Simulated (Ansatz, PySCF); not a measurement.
Gas-phase reaction (SMILES): FB(F)Br [bromo(difluoro)borane] + 3 [H][H] (H2) → B (BH3) + Br (HBr) + 2 F (HF); energy of full hydrogenation.

Geometries: B3LYP-D3(BJ)/def2-TZVP minima from Ansatz (an electronic-structure program). Correlated levels leave the core frozen unless marked. No spin-orbit coupling. The frozen core is the preceding noble-gas configuration, with the filled d and f shells of earlier blocks. No relativistic terms. CBS(X,Y): correlation extrapolated as X^-3; Hartree-Fock from the larger set. Thermal terms are rigid-rotor harmonic-oscillator values from B3LYP-D3(BJ) frequencies (Ansatz or PySCF) at 298.15 K and 1 atm. 1 Eh = 627.5095 kcal/mol.

```json
[
 {"species": "FB(F)Br", "E, CCSD(T)/CBS(cc-pVTZ,cc-pVQZ) (Ansatz) (Eh)": "-2797.21046", "E, B3LYP-D3(BJ)/def2-TZVPD (Ansatz + dftd3) (Eh)": "-2798.98446", "H - E (Eh)": "0.01510", "G - E (Eh)": "-0.01756"},
 {"species": "[H][H] (H2)", "E, CCSD(T)/CBS(cc-pVTZ,cc-pVQZ) (Ansatz) (Eh)": "-1.17450", "E, B3LYP-D3(BJ)/def2-TZVPD (Ansatz + dftd3) (Eh)": "-1.17983", "H - E (Eh)": "0.01336", "G - E (Eh)": "-0.00144"},
 {"species": "B (BH3)", "E, CCSD(T)/CBS(cc-pVTZ,cc-pVQZ) (Ansatz) (Eh)": "-26.54901", "E, B3LYP-D3(BJ)/def2-TZVPD (Ansatz + dftd3) (Eh)": "-26.62529", "H - E (Eh)": "0.03008", "G - E (Eh)": "0.00872"},
 {"species": "Br (HBr)", "E, CCSD(T)/CBS(cc-pVTZ,cc-pVQZ) (Ansatz) (Eh)": "-2573.28320", "E, B3LYP-D3(BJ)/def2-TZVPD (Ansatz + dftd3) (Eh)": "-2574.79060", "H - E (Eh)": "0.00927", "G - E (Eh)": "-0.01328"},
 {"species": "F (HF)", "E, CCSD(T)/CBS(cc-pVTZ,cc-pVQZ) (Ansatz) (Eh)": "-100.39146", "E, B3LYP-D3(BJ)/def2-TZVPD (Ansatz + dftd3) (Eh)": "-100.49389", "H - E (Eh)": "0.01259", "G - E (Eh)": "-0.00713"}
]
```

Problem. Work out ΔE and ΔH, ΔG, ΔS and the equilibrium constant at 298.15 K at the first level, then ΔH at the second.

Solution. 
1. ΔE = [(-26.54901) + (-2573.28320) + 2×(-100.39146)] - [(-2797.21046) + 3×(-1.17450)] = 0.11883 Eh = 74.6 kcal/mol at CCSD(T)/CBS(cc-pVTZ,cc-pVQZ).
2. The terms H - E add up to 0.00935 Eh, so ΔH = (0.11883 + (0.00935))×627.5095 = 80.4 kcal/mol.
3. The terms G - E add up to 0.00306 Eh, so ΔG = 76.5 kcal/mol, and ΔS = (0.00935 - (0.00306))×627509.5/298.15 = 13.2 cal/(mol K).
4. log10 K = -ΔG/(RT ln 10) = -56.1, with RT ln 10 = 1.3642 kcal/mol.
5. At B3LYP-D3(BJ)/def2-TZVPD the same steps give ΔE = 75.5 and ΔH = 81.3 kcal/mol, a shift of +0.9 from the first level.
6. These values are not checked against measurement here, since the tables used lack a sound gas-phase enthalpy of formation for at least one species.
